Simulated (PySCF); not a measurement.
**Substituent chemical shifts**

Parent skeleton `[NH2:1][CH2:2][CH2:3][CH2:4][NH2:5]`; one hydrogen on atom 3 is replaced by X. Hydrogens on one atom are averaged.

Theory: shielding tensors at PBE0/pcSseg-1 (GIAO), GFN2-xTB structure, in PySCF 2.14 (no relativistic terms, fast rotation and ring inversion assumed for equivalent nuclei, in vacuum, a single conformation).

δ = σ(ref) − σ, references computed at the same level: 15N (σref 267.73) vs NH3; 13C (σref 186.93), 1H (σref 31.72) against TMS.

Task: Give δ (ppm) for X = COCH3, vinyl, N=CH2.

Result: 
```csv
X,SMILES,N1/N5,C2/C4,C3,H(C2)/H(C4),H(C3)
COCH3,CC(=O)C(CN)CN,45.4,53.2,66.7,3.24,1.96
vinyl,C=CC(CN)CN,38.7,55.8,52.4,3.27,1.76
N=CH2,C=NC(CN)CN,33.5,53.5,79.8,2.67,4.36
```

Task: Which position responds most, and to which substituents?

Result: C3: from 52.4 ppm with vinyl to 79.8 ppm with N=CH2.

Experimental scales use liquid or dissolved standards, which lie at an offset from isolated NH3 (liquid NH3: subtract about 20 ppm).
